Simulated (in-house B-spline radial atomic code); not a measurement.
A run on an ion of nuclear charge 27 with 27.8 electrons that did not converge. Method: scalar-relativistic (X2C) BLYP, spin-polarised, spherical fractional occupations, Fermi nucleus of rms radius 3.7875 fm; computed with a B-spline radial code for spherical atoms.

Command:
```bash
python run_scf.py task.json out
```
Settings (nuclear radius in fm, mass in u):
```
Z                27
configuration    [Ar] 3d7.8 4s2
hamiltonian      x2c
method           b88,lyp
spin_polarised   True
nucleus          fermi
rms_radius       3.7875
atomic_mass      58.93319
speed_of_light   137.035999084
```

First and last ten iterations of the last attempt (damped for 15 steps, keeping 80 % of the old Fock matrix, then DIIS):
```
 iter        energy (Eh)    residual
    1       -1391.507782    3.21e-01
    2       -1388.581668    3.78e-01
    3       -1391.823446    1.99e-01
    4       -1393.094442    8.45e-02
    5       -1393.397332    2.71e-02
    6       -1390.718900    1.35e-01
    7       -1392.854689    1.02e-01
    8       -1393.321943    3.42e-02
    9       -1393.409928    1.15e-02
   10       -1393.419695    5.93e-03
  111       -1390.692831    1.37e-01
  112       -1390.693198    1.37e-01
  113       -1390.691239    1.37e-01
  114       -1390.791982    1.33e-01
  115       -1393.417619    7.84e-03
  116       -1393.419685    6.23e-03
  117       -1390.726328    1.35e-01
  118       -1390.734762    1.34e-01
  119       -1390.733904    1.35e-01
  120       -1390.734268    1.34e-01
 not converged after 120 iterations
```

The smallest residual met was 3.1e-03; the threshold is about 3e-07. No energy from this run should be used. The likely cause: this method binds the added charge weakly or not at all at the basis-set limit, so charge moves back and forth between the atom and the box. Time taken, with all properties: 2.6 s on 1 thread of Arm Neoverse V1, with other jobs on the host.
